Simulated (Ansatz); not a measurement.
`C[BH][AlH2]` + H₂Te → `CB[TeH]` + `[AlH3]` at 700 K and 1 bar (cleavage of the B–Al bond).

Isolated molecules relaxed with PBE0-D4/def2-TZVP in Ansatz; ΔE leaves out vibrations. CCSD(T)/CBS adds triple-zeta CCSD(T) − MP2 to the extrapolated MP2 energy (def2 sets, frozen cores). This one scheme is used for every species. def2 core potentials past Kr. For Te outer-core shells are correlated without core-valence functions, which leaves a few kJ/mol of doubt a bond.

| species | CCSD(T)/CBS energy (Eh) | H − E (kJ/mol) | S (J/(mol·K)) |
| --- | --- | --- | --- |
| `C[BH][AlH2]` | -308.41859 | 225.4 | 408.5 |
| H₂Te | -268.91024 | 57.2 | 261.6 |
| `CB[TeH]` | -333.59211 | 203.9 | 394.8 |
| `[AlH3]` | -243.78045 | 80.2 | 251.4 |

H − E and S are ideal-gas, rigid-rotor, harmonic terms from PBE0-D4/def2-TZVP, for one conformer and one mirror image of each species. 1 Eh = 2625.50 kJ/mol, R = 8.31446 J/(mol·K).

Q: By hand: ΔE, ΔH, ΔS and ΔG.

A: ΔE = (-333.59211) + (-243.78045) − (-308.41859) − (-268.91024) = -0.04373 Eh = -114.8 kJ/mol. Δ(H − E) = 203.9 + 80.2 − 225.4 − 57.2 = 1.5, so ΔH = -113.3 kJ/mol. ΔS = 394.8 + 251.4 − 408.5 − 261.6 = -23.9 J/(mol·K). ΔG = -113.3 − 700 × (-23.9)/1000 = -96.6 kJ/mol.

Q: By hand: the equilibrium constant, and the temperature at which ΔG would vanish if ΔH and ΔS stayed fixed.

A: log₁₀ K = −ΔG/(RT ln 10) = 7.2. ΔG = 0 at ΔH/ΔS = 4741 K, far beyond where these terms or the molecules hold.

ΔH outweighs TΔS. A doubt of 5 kJ/mol in ΔE shifts log₁₀ K by 0.4 here. Other conformers and mirror images would add mixing entropy, several J/(mol·K) or more a flexible species. These are equilibria of isolated gas molecules and say nothing of rates. Largest T1 diagnostic: 0.013 (customary marks: 0.02 for closed shells, 0.045 for open ones).
